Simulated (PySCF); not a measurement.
**Al⁺ (aluminium, charge +1): PBE0 calculation**

Configuration: [Ne] 3s2, closed-shell 1S. All numbers are calculated (PySCF 2.14, the non-relativistic Hamiltonian (point nucleus), in def2-QZVPPD).

| Property | Result |
| --- | --- |
| Total energy | -242.0319 hartree |
| One-electron energy | -332.8709 hartree |
| Hartree (Coulomb) energy | 109.0702 hartree |
| Exchange-correlation energy | -18.2312 hartree |
| Kinetic energy | 241.58330 hartree |
| ⟨S²⟩ | 0.0000 |
| ⟨L²⟩ | 0.000 |
| Sum of ⟨r⟩ | 9.882 bohr |
| Sum of ⟨r²⟩ | 16.88 bohr² |
| Density at the nucleus (Gaussians lack the cusp) | 1390 bohr⁻³ |
| Langevin diamagnetic susceptibility | -13.4 ×10⁻⁶ cm³/mol |

```tsv
shell	electrons	mean orbital energy (eV)	rms radius, mean of both spins (bohr)
1s	2	-1537.4	0.140
2s	2	-122.82	0.684
2p	6	-82.759	0.678
3s	2	-15.738	2.56
```
